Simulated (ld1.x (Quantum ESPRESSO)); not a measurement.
Transferability test, ultrasoft potential for zinc

| Quantity | Value |
| --- | --- |
| Element | zinc (Zn) |
| Generator | ld1.x (Quantum ESPRESSO) 7.5 |
| Type | ultrasoft |
| Functional | PW91 |
| Relativity | fully relativistic |
| Frozen core | [Ar] |
| Valence charge | 12 |
| Reference configuration | 3d10 4s2 4p0 |
| Partial waves | 4s (bound): rcut 2.10, rcutus 2.60 bohr; 4s channel at 1.95 Ry: rcut 2.10, rcutus 2.60 bohr; 4p (bound, empty): rcut 1.95, rcutus 2.55 bohr; 4p channel at 2.35 Ry: rcut 1.95, rcutus 2.55 bohr; 3d (bound): rcut 0.75, rcutus 0.95 bohr; 3d channel at -0.15 Ry: rcut 0.75, rcutus 0.95 bohr |
| Local potential | all-electron potential smoothed inside 2.20 bohr (lloc = -1) |
| Core correction | none |
| Augmentation charge | PSQ, inside the norm-conserving radii |

Open shells are filled in proportion to 2j + 1 (rel_dist='average').

Energies are relative to the spin-unpolarised reference configuration 3d10 4s2 4p0; without spin polarisation the order of configurations can differ from experiment.

Give the all-electron excitation energy and the error of the potential for: 3d10 4s1 4p0; 3d10 4s0 4p0; 3d9 4s0 4p0; 3d8 4s0 4p0; 3d10 4s1 4p1; 3d10 4s0 4p1; 3d10 4s1.5 4p0.

```csv
valence configuration,charge,ΔE all-electron (eV),error AE − PS (meV)
3d10 4s1 4p0,+1,9.962,-2.0
3d10 4s0 4p0,+2,28.475,-14
3d9 4s0 4p0,+3,69.127,+124
3d8 4s0 4p0,+4,131.070,-145
3d10 4s1 4p1,0,5.117,-2.6
3d10 4s0 4p1,+1,16.315,-18
3d10 4s1.5 4p0,+0.5,3.977,-0.1
```

Levels in the configuration 3d8 4s0 4p0:

| level | all-electron (eV) | pseudo (eV) |
| --- | --- | --- |
| 3d j=3/2 | -73.734 | -74.364 |
| 3d j=5/2 | -73.304 | -73.927 |
